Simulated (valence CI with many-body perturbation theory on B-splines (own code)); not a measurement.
**Energy levels of Br22+**

Computed by relativistic CI+MBPT: three valence electrons over a frozen Dirac-Fock core [Ne], a basis of 11 s, 11 p, 10 d, 8 f, 5 g, 2 h functions for each j, with the one-electron correlation potential Σ1, the two-electron term Σ2, the three-electron term Σ3, Breit, model QED; selected CI, second order for the rest, scaled by the run's own slope (own B-spline code, finite nucleus).

No measured spectrum was set against this ion. As an estimate, levels of excited configurations hold to 0.05 to 0.15 % of their energy, terms of the ground configuration to about 0.5 %.

Levels 46 to 90 of 151, with energies above the lowest level, 3s²3p ²P°_1/2. "Leading %" is the weight of the configuration and term that name the level; weights of strongly mixed levels are sums over their largest components and can fall short, so below about 35 % the name and the second component can differ from the true leading terms, or belong to a minority configuration.

```tsv
No.	Configuration	Term	J	E (cm⁻¹)	Leading %	g	Second component
46	3p²3d	⁴F	7/2	1684400	69	1.264	22 % 3p²3d ⁴D
47	3p²3d	⁴D	1/2	1686400	81	0.139	18 % 3p²3d ²P
48	3p²3d	⁴F	9/2	1705700	70	1.264	28 % 3p²3d ²G
49	3p²3d	⁴D	3/2	1714700	56	1.226	29 % 3p²3d ²P
50	3p²3d	⁴D	5/2	1716200	60	1.289	16 % 3p²3d ⁴F
51	3p²3d	²G	7/2	1752400	74	0.949	8 % 3p²3d ⁴F
52	3p²3d	²P	1/2	1757100	60	0.967	14 % 3p²3d ⁴P
53	3p²3d	⁴P	5/2	1757300	48	1.395	37 % 3p²3d ²D
54	3p²3d	⁴P	3/2	1765200	42	1.285	27 % 3p²3d ²D
55	3p²3d	⁴D	7/2	1766700	66	1.329	15 % 3p²3d ²F
56	3p²3d	²G	9/2	1789000	60	1.176	30 % 3p²3d ⁴F
57	3p²3d	⁴P	1/2	1792800	63	1.934	26 % 3p²3d ²P
58	3p²3d	²D	5/2	1812400	49	1.341	32 % 3p²3d ⁴P
59	3p²3d	²D	3/2	1812800	41	1.188	36 % 3p²3d ⁴P
60	3p²3d	²P	1/2	1829200	60	0.976	18 % 3s3d² ²P
61	3p²3d	²D	3/2	1829800	65	0.967	11 % 3p²3d ²P
62	3p²3d	²F	5/2	1855200	68	0.931	13 % 3s3d² ²F
63	3p²3d	²P	3/2	1883100	48	1.201	18 % 3p²3d ²D
64	3p²3d	²S	1/2	1883300	65	1.975	16 % 3p²3d ⁴P
65	3p²3d	²F	7/2	1894300	82	1.131	11 % 3s3d² ²F
66	3s3d²	⁴F	3/2	1894800	99	0.400	
67	3s3d²	⁴F	5/2	1899600	93	1.038	
68	3p²3d	²D	5/2	1907300	81	1.189	7 % 3s3d² ²D
69	3s3d²	⁴F	7/2	1907400	98	1.235	
70	3s3d²	⁴F	9/2	1916200	100	1.331	
71	3s3d²	⁴P	1/2	1954000	99	2.662	
72	3s3d²	⁴P	3/2	1957400	99	1.729	
73	3s3d²	⁴P	5/2	1961400	97	1.589	
74	3p²3d	²D	5/2	1972000	75	1.147	10 % 3p²3d ²F
75	3p²3d	²D	3/2	1982900	85	0.809	10 % 3s3d² ²D
76	3s3d²	²D	3/2	2023900	72	0.803	24 % 3p²3d ²D
77	3s3d²	²D	5/2	2024000	76	1.201	17 % 3p²3d ²D
78	3s3d²	²G	7/2	2026200	88	0.890	10 % 3p²3d ²G
79	3s3d²	²G	9/2	2027600	88	1.110	11 % 3p²3d ²G
80	3s3d²	²F	5/2	2085400	65	0.869	30 % 3p²3d ²F
81	3s3d²	²F	7/2	2091400	73	1.141	26 % 3p²3d ²F
82	3s3d²	²P	1/2	2127900	58	0.913	20 % 3p²3d ²P
83	3s3d²	²P	3/2	2142200	69	1.329	26 % 3p²3d ²P
84	3s3d²	²S	1/2	2147700	72	1.756	14 % 3s3d² ²P
85	3p3d²	⁴G°	5/2	2287600	84	0.619	13 % 3p3d² ²F°
86	3p3d²	⁴G°	7/2	2311800	89	0.997	
87	3p3d²	⁴G°	9/2	2340700	85	1.175	7 % 3p3d² ⁴F°
88	3p3d²	²F°	5/2	2344900	37	1.034	23 % 3p3d² ²D°
89	3p3d²	²D°	3/2	2359200	53	0.867	20 % 3p3d² ⁴D°
90	3p3d²	⁴D°	1/2	2377300	51	1.159	27 % 3p3d² ⁴P°
```

Names give the largest LS component (configuration and term), which can be under half, so a name can repeat, a term be missing and a line seem to break the LS rules; names also repeat where a configuration has a term twice.
